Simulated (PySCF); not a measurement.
CaO, SMILES [O]=[Ca]. Geometry: PBE0-D3(BJ)/def2-TZVPD.

Level of theory: PBE0-D3(BJ)/def2-TZVPD (PySCF).

Harmonic wavenumbers (cm⁻¹): 785. Rotational constants (GHz): 13.54 (linear); symmetry number 1.

### Question
Work out the zero-point energy and the ideal-gas rigid-rotor harmonic-oscillator thermochemistry at 298.15 K and 1 atm.

### Answer
ZPE = ½ Σ hcν = ½ × 785 cm⁻¹ = 4.70 kJ/mol. H − E(el) = 13.59 kJ/mol. Entropy in J/(mol K): translation 158.97, rotation 59.27, vibration 0.92, total 219.16. G − E(el) = -51.75 kJ/mol. Cp = 31.93 J/(mol K).
